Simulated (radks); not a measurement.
The terbium ion Tb+ inside a hard spherical wall (all orbitals vanish at R), configuration held at [Xe] 4f9 6s1 and not refilled when levels cross. Method: scalar-relativistic Kohn-Sham, LDA (Slater exchange, VWN5 correlation), spin-unpolarised, spherical densities, finite nucleus; Fermi nuclear charge, rms radius 5.06 fm; computed with a radial shooting solver on a logarithmic mesh with Libxc functionals. Eigenvalues in eV, with the zero of energy where the potential of the charges vanishes at infinity; a dash marks a level that is unbound or too diffuse for the functional's potential to be trusted. A positive occupied level is held by the wall or, in an anion where self-interaction has pushed it up, behind a barrier. The pressure on the wall is -dE/dV.

| R (bohr) | E (hartree) | kinetic (hartree) | e(5s) | e(5p) | e(4f) | e(6s) | e(5d, empty) | e(6p, empty) | pressure (GPa) |
|---|---|---|---|---|---|---|---|---|---|
| free | -11700.0901 | 12587.597 | -54.121 | -31.431 | -9.679 | -9.002 | -7.217 | -5.538 | 0 |
| 15 | -11700.0901 | 12587.597 | -54.121 | -31.431 | -9.679 | -9.002 | -7.217 | -5.537 | < 0.0001 |
| 12 | -11700.0901 | 12587.597 | -54.119 | -31.430 | -9.677 | -9.001 | -7.215 | -5.525 | 0.000421 |
| 8 | -11700.0866 | 12587.629 | -53.972 | -31.286 | -9.532 | -8.822 | -7.067 | -5.001 | 0.157 |
| 7 | -11700.0785 | 12587.683 | -53.764 | -31.084 | -9.323 | -8.492 | -6.838 | -4.274 | 0.641 |
| 6 | -11700.0537 | 12587.817 | -53.334 | -30.674 | -8.885 | -7.607 | -6.310 | -2.598 | 2.69 |
| 4 | -11699.6857 | 12589.459 | -50.322 | -27.802 | -5.492 | 2.324 | -1.639 | 12.351 | 80.9 |
